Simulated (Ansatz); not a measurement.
Cartesian coordinates in Å:
```
O -2.7556 0.7705 -0.3351
Si -1.2442 0.7718 0.2189
F -1.2201 1.7622 1.4372
F -0.2277 1.3751 -0.8500
S -0.6126 -1.1713 0.7220
Si 1.4713 -0.9474 0.3765
O 1.8944 -0.6673 -1.1502
F 2.0295 0.1771 1.3336
F 2.1165 -2.3191 0.7901
H -3.0204 0.1125 -0.9794
H 1.5689 0.1358 -1.5637
```

The species carries charge 0 and has multiplicity 1.

List the r2SCAN/def2-TZVPP orbital energies in eV (Ansatz 0.2.0). (Best estimate.)

The calculation gave: Occupied: -2409.73, -1794.18, -1794.00, -667.22, -666.87, -666.83, -666.78, -517.01, -516.72, -214.22, -158.26, -158.21, -158.12, -144.31, -144.13, -99.21, -99.18, -99.16, -99.03, -99.01, -98.98, -32.55, -32.28, -31.96, -31.79, -27.69, -27.42, -19.77, -15.70, -15.34, -14.11, -13.73, -13.18, -13.03, -12.60, -12.34, -11.98, -11.67, -11.53, -11.28, -11.19, -10.98, -10.87, -10.33, -9.74, -9.38, -9.26, -8.90, -7.65. Lowest empty: -0.50, -0.13, -0.12, 0.41, 0.86, 1.31, 2.01, 2.54.
